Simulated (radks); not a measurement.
Values are calculated unless marked as measured or tabulated.
Valence configurations of neutral bismuth. Code: a radial shooting solver on a logarithmic mesh with Libxc functionals. Model: scalar-relativistic Kohn-Sham, PBE, spin-polarised, spherical densities, finite nucleus; open shells are filled with parallel spins first (spin-orbit coupling, left out, can overturn this in heavy ions); Fermi nuclear charge, rms radius 5.5211 fm. Energies are relative to [Hg] 6p3; eigenvalues in eV for spin up.

valence,E (eV),moment (Bohr magnetons),e(4f),e(5d),e(6p),e(6s)
[Hg] 6p3,0.000,3,-152.36,-26.974,-5.181,-14.953
[Xe] 4f14 5d10 6s1 6p4,10.100,3,-154.21,-28.761,-5.892,-16.162
[Xe] 4f14 5d9 6s2 6p4,24.673,3,-158.72,-31.861,-6.093,-16.931
[Xe] 4f14 5d10 6s1.5 6p3.5,5.027,3,-153.29,-27.875,-5.540,-15.564
[Xe] 4f14 5d9 6s1.5 6p4.5,30.088,3,-159.60,-32.698,-6.418,-17.486
[Xe] 4f14 5d9.5 6s2 6p3.5,11.988,3,-155.55,-29.437,-5.653,-15.966
[Xe] 4f14 5d9 6s1 6p5,35.539,3,-160.46,-33.524,-6.739,-18.031
[Xe] 4f14 5d8 6s2 6p5,52.086,3,-165.04,-36.622,-6.904,-18.748
[Xe] 4f13 5d9 6s2 6p5,187.45,3,-179.69,-38.278,-6.910,-18.858

NIST lists [Hg] 6p3 as the ground configuration; this level of theory agrees among the configurations tried. The energies are those of spherical high-spin densities, not of single terms.
